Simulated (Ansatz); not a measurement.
def2 core potentials replace the inner electrons of Sn.

Z-matrix (Å, degrees):
```
C
H 1 1.1021
H 1 1.1044 2 106.75
C 1 1.4986 2 109.63 3 118.64
C 4 1.3332 1 124.76 2 5.83
H 5 1.0931 4 121.51 1 179.61
H 5 1.0950 6 117.10 4 -179.55
H 4 1.0977 5 119.24 6 0.58
C 1 1.5281 2 110.11 3 -118.58
H 9 1.1007 1 112.09 2 -60.82
H 9 1.1014 10 108.15 1 124.73
Sn 9 2.1382 10 106.49 11 113.77
Cl 12 2.3355 9 114.47 10 -56.11
Cl 12 2.3393 9 110.36 10 65.05
Cl 12 2.3395 9 110.53 10 -177.39
```
Charge 0, multiplicity 1.

### Question
Predict the HOMO, dipole moment, LUMO, total energy and HOMO–LUMO gap from CAM-B3LYP-D3(BJ)/def2-TZVP // PBE0-D3(BJ)/def2-SVP in Ansatz (an electronic-structure program).

### Answer

The HOMO is -9.26 eV and the dipole moment is 3.81 D. The LUMO is -1.26 eV. The total energy is -1751.7089 Ha. The HOMO–LUMO gap comes out as 8.01 eV.
